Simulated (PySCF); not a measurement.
# CF3C(O)CH3: calculation and literature

Geometry:
| atom | x (Å) | y (Å) | z (Å) |
| --- | --- | --- | --- |
| C1 | 1.213 | 0.272 | -0.447 |
| C2 | 0.183 | 0.175 | 0.631 |
| O3 | 0.347 | 0.466 | 1.779 |
| C4 | -1.205 | -0.338 | 0.169 |
| F5 | -1.081 | -1.506 | -0.475 |
| F6 | -2.038 | -0.503 | 1.178 |
| F7 | -1.744 | 0.541 | -0.688 |
| H8 | 2.134 | 0.677 | -0.034 |
| H9 | 1.394 | -0.715 | -0.879 |
| H10 | 0.847 | 0.911 | -1.255 |

The experiment to reproduce: δ 17O O3 573.8 ppm (measured; solution, CH3CN, 313 K; J.-C. Zhuo, Molecules 4 (1999) 320).
δ 19F F5/F6/F7 -80.5 ppm (measured; G. Saielli, R. Bini, A. Bagno, Computational 19F NMR. 2. Organic compounds, RSC Adv. 2014, ESI (exp. from Berger-Braun-Kalinowski 1994 and Everett 1995)).

[PySCF: B97-2/pcSseg-2 with gauge-including orbitals; geometry: PBE0-D3(BJ)/def2-TZVP; no solvent; equivalent nuclei averaged; no relativistic terms; one computed conformer]

Problem. How close does the calculation come?

Solution. 
Reference values: measured (solution, CH3CN, 313 K; J.-C. Zhuo, Molecules 4 (1999) 320).
```json
{"atoms": "O3", "quantity": "δ 17O vs H2O (external)", "reference": "573.8", "computed": "–", "computed, scaled": "580.3"}
```

Reference values: measured (G. Saielli, R. Bini, A. Bagno, Computational 19F NMR. 2. Organic compounds, RSC Adv. 2014, ESI (exp. from Berger-Braun-Kalinowski 1994 and Everett 1995)).
```json
{"atoms": "F5/F6/F7", "quantity": "δ 19F vs CFCl3", "reference": "-80.5", "computed": "-91.8", "computed, scaled": "-81.6"}
```

Computed shifts are σ(ref) − σ with the named reference compound (TMS for H and C) calculated as an isolated molecule at the same level. The measured values may be among those fitted. Shieldings were converted by a linear fit to measured shifts: 19F: δ = 160.24 − 0.938σ +9.4 on sp3 carbon (rms 4.8 ppm, 130 shifts, 5.6 ppm with the 3 outliers that the fit left out vs CFCl3, solution or neat liquid); 17O: δ = 275.01 − 0.945σ (rms 12.8 ppm, 79 shifts vs liquid water, solution or neat liquid). A few per cent of atoms miss by over 2 rms, more outside the fitted compound classes.
